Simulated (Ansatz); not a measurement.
`[CH3][Ga]([Br])[Br]` + `CBBO` → `CBBOC` + `[Br][GaH][Br]`  (substitution at a C–Ga bond)

Gas-phase electronic energies from Ansatz, PBE0-D4/def2-TZVP geometries. CCSD(T)/CBS is the MP2 limit (def2-TZVPP, def2-QZVPP) plus CCSD(T) − MP2 in def2-TZVPP, frozen cores. DFT in def2-TZVPP. For Br, Ga outer-core shells are correlated without core-valence functions, which leaves a few kJ/mol of doubt a bond. Scalar relativity is left out up to krypton. One conformer a species, not always the lowest.

```json
{"level": "PBE-D4", "ΔE (eV)": "0.94"}
{"level": "B2PLYP", "ΔE (eV)": "0.96"}
{"level": "MP2/def2-QZVPP", "ΔE (eV)": "1.10"}
{"level": "HF/CBS(def2)", "ΔE (eV)": "0.82"}
```

**Question.** What does CCSD(T)/CBS give? (Best estimate.)

**Answer.** Computed: +1.02 eV. The listed levels differ from it by -0.08, -0.06, 0.08, -0.20 eV.

Largest T1 diagnostic among the species: 0.013.

In def2-TZVPP, CCSD(T) changes the Hartree–Fock value by +0.15 eV (the triples alone add +0.01 eV) and MP2 by +0.25 eV. Leaving LDA and LC-ωPBE aside and taking each functional with its dispersion term where it has one, the values, not all of them listed here, spread over 0.14 eV, from B97M-V to PBE-QIDH. LDA lies −0.05 eV from PBE without D4.
